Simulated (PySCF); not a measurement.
Compound: C4H10SSi.
Numbering: `[SiH3:1][CH2:2][C@@H:3]1[CH2:4][CH2:5][S:6]1` (hydrogens: H7, H8, H9 on Si1; H10, H11 on C2; H12 on C3; H13, H14 on C4; H15, H16 on C5)

The closed-shell SCF was solved with PySCF and density fitting under several settings on one GFN2-xTB geometry (grid level 2 and gas phase unless stated).

| settings | basis functions | SCF cycles | E (Eh) | HOMO (eV) | LUMO (eV) | dipole (D) |
| --- | --- | --- | --- | --- | --- | --- |
| PBE0/pcSseg-1 | 166 | 12 | -845.5953 | -6.28 | 0.03 | 1.62 |
| PBE0/def2-SVPD | 211 | 12 | -845.3333 | -6.30 | -0.21 | 1.64 |
| LC-wPBE/Sadlej pVTZ, level shift 0.1 Eh | 250 | 12 | -845.8339 | -8.99 | 0.79 | 1.65 |
| BLYP/pcseg-1, damping 0.2 at the start, DIIS from the seventh cycle | 142 | 18 | -845.9333 | -4.91 | -0.83 | 1.54 |
| BHandHLYP/pcSseg-0, grid level 1 | 82 | 10 | -844.7869 | -7.48 | 1.46 | 1.97 |
| KT2/Sadlej pVTZ, fitting basis def2-universal-jkfit | 250 | 11 | -854.6280 | -5.19 | -1.26 | 1.53 |

Task: Estimate the row for these settings: B97-D/6-311G**, energy threshold 1e-08 Eh.

Result: 
```csv
settings,basis functions,SCF cycles,E (Eh),HOMO (eV),LUMO (eV),dipole (D)
"B97-D/6-311G**, energy threshold 1e-08 Eh",184,10,-846.0310,-5.07,-0.91,1.62
```

Task: Over all rows, what range does the HOMO–LUMO gap span?

Result: From 3.93 eV (KT2/Sadlej pVTZ, fitting basis def2-universal-jkfit) to 9.78 eV (LC-wPBE/Sadlej pVTZ, level shift 0.1 Eh). The functional of the narrowest has no exact exchange, that of the widest range-separated exact exchange.

Task: And the dipole moment?

Result: From 1.53 D (KT2/Sadlej pVTZ, fitting basis def2-universal-jkfit) to 1.97 D (BHandHLYP/pcSseg-0, grid level 1); the largest is 1.29 times the smallest, and the median is 1.62 D.

Task: Compare two rows with the functional PBE0: PBE0/pcSseg-1 and PBE0/def2-SVPD. Which energy is lower, and by how much?

Result: PBE0/pcSseg-1 (166 functions) lies 0.2620 Eh or 164 kcal/mol below PBE0/def2-SVPD (211 functions). The smaller set gives the lower energy; the two sets aren't nested, so the variational bound doesn't order them by size.

B97-D ran without the empirical dispersion term, which would shift the total energy alone. Cycle counts include a coarse-grid stage where the run had one. All basis functions are spherical, in the Pople sets too. KT2 was designed for NMR shieldings or shifts; total energies of different functionals aren't comparable.

Shape of the structure used: `[SiH3:1][CH2:2][C@@H:3]1[CH2:4][CH2:5][S:6]1`: Si1–C2–C3–C4 -70°.

One conformer stands for the species.
